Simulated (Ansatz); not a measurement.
Consider the ligand exchange at the Si–O bond: `O[SiH2]O[SiH](O)O` + `[SiH3][SiH2]S` → `O[SiH2]S[SiH2][SiH3]` + `O[SiH](O)O`.

Isolated molecules relaxed with PBE0-D4/def2-TZVP in Ansatz; ΔE leaves out vibrations. CCSD(T)/CBS is the MP2 limit (def2-TZVPP, def2-QZVPP) plus CCSD(T) − MP2 in def2-TZVPP, frozen cores. Functionals use def2-TZVPP. B3LYP here is the variant with VWN-RPA as its local correlation; programs differ in this. One conformer a species, not always the lowest.

Is it downhill or uphill in electronic energy at CCSD(T)/CBS, and by how much? (An estimate is asked.)

The calculation gave: Uphill: ΔE = +13.5 kcal/mol.

What do these levels give: r2SCAN-D4, B2PLYP, B3LYP, MP2/def2-TZVPP, SCS-MP2/def2-TZVPP, CCSD/def2-TZVPP, CCSD(T)/def2-TZVPP, HF/def2-QZVPP, MP2/def2-QZVPP, SCS-MP2/def2-QZVPP, HF/CBS(def2), MP2/CBS(def2)? (Estimate.)

Ansatz gave: r2SCAN-D4 12.7, B2PLYP 14.8, B3LYP 15.1, MP2/def2-TZVPP 13.1, SCS-MP2/def2-TZVPP 14.6, CCSD/def2-TZVPP 15.3, CCSD(T)/def2-TZVPP 14.3, HF/def2-QZVPP 19.2, MP2/def2-QZVPP 12.8, SCS-MP2/def2-QZVPP 14.3, HF/CBS(def2) 19.3, MP2/CBS(def2) 12.3 kcal/mol.

Largest T1 diagnostic among the species: 0.012.

From PBE to PBE0 (25 % exact exchange), in def2-TZVPP and without D4, ΔE moves by +1.3 kcal/mol. In def2-TZVPP, CCSD(T) changes the Hartree–Fock value by −4.5 kcal/mol (the triples alone add −1.0 kcal/mol) and MP2 by −5.7 kcal/mol. The D4 term adds −1.0 kcal/mol with B3LYP and −0.5 kcal/mol with PBE0; it sums over pairs of atoms, weighted by their polarisabilities, and B3LYP, whose exchange is more repulsive, gets the larger term.
